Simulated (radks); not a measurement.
Results of a calculation; reference values are marked as such.
Valence configurations of the iron ion Fe2+ (all share [Ar]). Code: a radial shooting solver on a logarithmic mesh with Libxc functionals. Model: non-relativistic Kohn-Sham, SCAN, spin-polarised, spherical densities, point nucleus; open shells are filled with parallel spins first; meta-GGA in the generalised Kohn-Sham scheme. Energies are relative to 3d6; eigenvalues in eV for spin up.

| valence | E (eV) | moment (Bohr magnetons) | e(3d) | e(4p) | e(4s) |
|---|---|---|---|---|---|
| 3d6 | 0.000 | 4 | -27.716 | - | - |
| 3d5 4p1 | 9.580 | 6 | -35.885 | -17.312 | - |
| 3d3 4p3 | 57.826 | 6 | -52.382 | -22.361 | - |
| 3d4 4p2 | 30.824 | 6 | -43.986 | -19.868 | - |
| 3d1 4p5 | 138.56 | 2 | -70.456 | -25.707 | - |
| 3d2 4p4 | 95.362 | 4 | -61.452 | -24.197 | - |
| 3d3 4s2 4p1 | 46.272 | 4 | -50.480 | -20.722 | -28.440 |
| 3d2 4s1 4p3 | 82.599 | 6 | -60.059 | -24.233 | -32.647 |

NIST lists [Ar] 3d6 as the ground configuration; this level of theory agrees among the configurations tried. The energies are those of spherical high-spin densities, not of single terms. No valid solution was reached for [Ar] 3d5 4s1; [Ar] 3d4 4s2.
